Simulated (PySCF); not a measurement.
HfO, SMILES [O]=[Hf], multiplicity 1.

Coordinates come from a B3LYP-D3(BJ)/def2-TZVPD optimisation. The multiplicity is an assumed one; other spin states were not compared. The def2 effective core potentials stand for the cores of Hf; spin–orbit coupling is left out.

Two levels are set side by side: TDA-PBE/def2-TZVPD (PySCF) and TDA-PBE0/def2-TZVPD (PySCF). Vertical, same geometry. The lowest singlet is HOMO→LUMO+1 100 % with PBE and HOMO→LUMO+1 99 % with the other functional; states are paired by order. Differences are taken from unrounded values.

```
quantity                               TDA-PBE
-------------------------------------  -------
lowest singlet excitation (eV)            2.05
lowest triplet excitation (TDA) (eV)      0.81
first bright state (f over 0.05) (eV)     3.37
its oscillator strength                   0.22
```

### Question
These are the TDA-PBE values. What does TDA-PBE0 give? (An estimate is asked for; the answer gives what the named calculation found.)

### Answer

| quantity | TDA-PBE0 | TDA-PBE minus TDA-PBE0 |
|---|---|---|
| lowest singlet excitation (eV) | 2.02 | 0.03 |
| lowest triplet excitation (TDA) (eV) | 0.79 | 0.02 |
| first bright state (f over 0.05) (eV) | 3.30 | 0.07 |
| its oscillator strength | 0.23 | -0.01 |

Rough cost on one machine, each run with all the roots and properties that it gave: TDA-PBE0 against TDA-PBE within a factor of 2.
